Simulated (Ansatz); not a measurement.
Program: Ansatz. Geometries: PBE0-D4/def2-TZVP. ΔE: electronic, gas phase. CBS: MP2 limit from def2 TZ/QZ plus the TZ coupled-cluster correction, frozen cores. This one scheme is used for every species. Functionals use def2-TZVPP. One conformer a species, not always the lowest.

`C=C[SiH2][SiH](F)F` + H₂S → `F[SiH](F)S` + `C=C[SiH3]`  (cleavage of the Si–Si bond)

(1) Is it downhill or uphill in electronic energy at CCSD(T)/CBS, and by how much? (Best estimate.)

(2) What do these levels give: PBE, PBE0, MP2/def2-TZVPP, CCSD(T)/def2-TZVPP, HF/def2-QZVPP, MP2/CBS(def2)? (Best estimate.)

Largest T1 diagnostic among the species: 0.013.

## Answers

(1) Ansatz gave: Downhill: ΔE = -74.3 kJ/mol.

(2) Ansatz gave: PBE -64.4, PBE0 -69.2, MP2/def2-TZVPP -82.1, CCSD(T)/def2-TZVPP -73.8, HF/def2-QZVPP -82.4, MP2/CBS(def2) -82.6 kJ/mol.

From PBE to PBE0 (25 % exact exchange), in def2-TZVPP and without D4, ΔE moves by −4.8 kJ/mol.
